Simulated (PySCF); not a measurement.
Os⁷⁴⁺ (osmium, charge +74): Hartree-Fock from Schrödinger to Dirac-Coulomb-Breit

Occupied: 1s1/2. Hartree-Fock calculated with PySCF 2.14 in an uncontracted even-tempered set (18 s from 21 bohr⁻², ratio 2.3; 15 p from 25 bohr⁻², ratio 2.3), Gaussian nucleus throughout. NR is non-relativistic, sf-X2C the spin-free one-electron X2C Hamiltonian, X2C adds the bare one-electron spin-orbit term, X2C-SNSO screens it by Boettger's factors, DC is four-component Dirac-Coulomb, and the Gaunt and Breit terms are added at first order (total energies over the DC spinors, levels after relaxing the spinors in that mean field). QED terms are absent. Levels marked empty are virtual spinors of this ion.

```
Hamiltonian  E (hartree)
         NR   -5728.1575
     sf-X2C   -6245.2831
        X2C   -6245.2831
   X2C-SNSO   -6245.2831
         DC   -6248.5561
   DC+Gaunt   -6242.1488
   DC+Breit   -6242.1488
```

| level (eV) | NR | sf-X2C | X2C | X2C-SNSO | DC | DC+Gaunt | DC+Breit |
| --- | --- | --- | --- | --- | --- | --- | --- |
| 1s1/2 | -77292.4 | -84194.1 | -84194.1 | -84194.1 | -84282.5 | -84109.3 | -84109.3 |
| 2s1/2 (empty) | -18829.7 | -20949.6 | -20949.6 | -20949.6 | -20959.8 | -20940.0 | -20942.4 |
| 2p1/2 (empty) | -18687.4 | -19515.9 | -20778.2 | -20758.3 | -20754.2 | -20712.6 | -20718.4 |
| 2p3/2 (empty) | -18687.4 | -19515.9 | -19022.7 | -19028.8 | -19035.4 | -19015.7 | -19021.5 |
| 3s1/2 (empty) | -8333.5 | -9069.2 | -9069.2 | -9069.2 | -9072.1 | -9066.5 | -9067.3 |

Q: How large are the two-electron picture-change error of X2C and the Breit correction in the total energy?

A: X2C-1e lies 3.2730 hartree above Dirac-Coulomb; Gaunt adds 6.4073 and the full Breit term 6.4073 hartree.

| interval (eV) | X2C | X2C-SNSO | DC | DC+Gaunt | DC+Breit |
| --- | --- | --- | --- | --- | --- |
| 2p3/2 − 2p1/2 | 1755 | 1729 | 1719 | 1697 | 1697 |

Weight of the small component: 1s1/2 0.0831, 2s1/2 0.0206, 2p1/2 0.0205, 2p3/2 0.0187, 3s1/2 0.00891.

Koopmans' value for the highest occupied level at DC+Breit: 84109.3 eV, against an ionisation energy of 83976.18 ± 0.22 eV (theoretical estimate listed by NIST; NIST Atomic Spectra Database, ionization energies); the former lacks relaxation, correlation, QED and recoil.

The whole ladder took 58 s of wall time on 1 thread of Intel(R) Xeon(R) 6975P-C (shared host), launched as `OMP_NUM_THREADS=1 python relrun2.py TASK.json OUT` (a driver that calls PySCF for each Hamiltonian).

Dirac-Coulomb iterations, started from the X2C spinors:

```
with_ssss True, with_gaunt False, with_breit False
light speed = 137.03599967994
init E= -6165.13251954776
cycle= 1 E= -6248.55585491012  delta_E= -83.4  |g|= 2.83  |ddm|= 0.0665
cycle= 2 E= -6248.5561084992  delta_E= -0.000254  |g|= 0.00513  |ddm|= 0.000217
cycle= 3 E= -6248.55610850099  delta_E= -1.79e-09  |g|= 8.29e-06  |ddm|= 1.13e-06
```
